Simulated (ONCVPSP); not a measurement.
calcium (Ca): ONCV pseudisation with PBE, scalar-relativistic reference atom.

```
Element                 : Ca
Generator               : ONCVPSP 4.0.1
Type                    : optimised norm-conserving Vanderbilt (ONCV)
Functional              : PBE
Relativity              : scalar-relativistic
Frozen core             : [Ar]
Valence charge          : 2
Reference configuration : 4s1.75 4p0.25
Partial waves           : 4s: rc 3.20 bohr, ncon 4, nbas 7, qcut 1.7 1/bohr, 2 projectors, debl 0.9 Ha; 4p: rc 3.95 bohr, ncon 4, nbas 7, qcut 1.9 1/bohr, 2 projectors, debl 1.4 Ha; d scattering state at 0.08 Ha: rc 4.25 bohr, ncon 4, nbas 7, qcut 2.2 1/bohr, 2 projectors, debl 2.9 Ha
Local potential         : polynomial inside 2.40 bohr (lpopt 5, dvloc0 0 Ha)
Core correction         : Teter function fitted to the true core (icmod 2), fcfact 0.35
```

In the d channel the program set the typed energies aside and used -0.082, 2.818 Ha.

All-electron outer shells of the reference configuration (PBE, scalar-relativistic, ld1.x):

```tsv
shell	level (eV)	outermost node (bohr)	outermost maximum (bohr)
3p	-28.36	0.42	1.04
4s	-3.94	1.43	3.38
4p	-1.55	1.62	4.34
```

(1) Estimate the cutoffs (Ha) at which the residual kinetic energy of the hardest occupied pseudo-wave falls to 1 and 0.1 mHa per electron.

(2) Does the potential have ghost states?

(3) Which valence shell sets the plane-wave cutoff?

(4) Tests: 4s2 4p0; 4s1 4p0; 4s1.5 4p0; 4s0 4p2. Which has the largest error in its energy relative to the reference configuration, and how large is it?

Results:

(1) 1.9 Ha and 9.1 Ha. The cutoffs count occupied waves only; projector 2 of the d channel, the hardest unoccupied one, needs 16 Ha at the loose tolerance.

(2) No bound ghost flagged; GHOST(+) flagged for s at 36.3 eV, d at 68.3 eV.

(3) 4s: 2 Ha for 1 mHa per electron, against 1 Ha for 4p.

(4) 4s1 4p0, with +7.8 meV (all-electron minus pseudo) on +5.71 eV.
